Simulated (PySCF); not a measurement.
## Dipole response of Rh (rhodium, neutral)

[Kr] 4d7 5s2, high-spin 4F determinant (an excited configuration). Calculation: PySCF 2.14, in aug-cc-pwCVTZ-DK (11s10p8d4f3g, 136 functions); the spin-free X2C one-electron Hamiltonian (Gaussian nucleus). Coupled (time-dependent) response in atomic units; α is the mean over directions.

| method | mean α (bohr³) | C₆ (like pair) | S(−4) |
| --- | --- | --- | --- |
| UHF | 88.06 | 954.5 | 5881 |

S(−4) is the Cauchy moment in α(ω) = α(0) + S(−4) ω² + …

Spin-orbit coupling is absent.

α(iu) at UHF:

```
u (hartree)  α(iu) (bohr³)
          0          88.06
     0.0500          77.29
      0.100          60.10
      0.200          34.99
      0.300          22.57
      0.500          12.43
      0.750          7.744
       1.00          5.525
       1.50          3.353
       2.00          2.285
       3.00          1.264
       5.00         0.5539
```
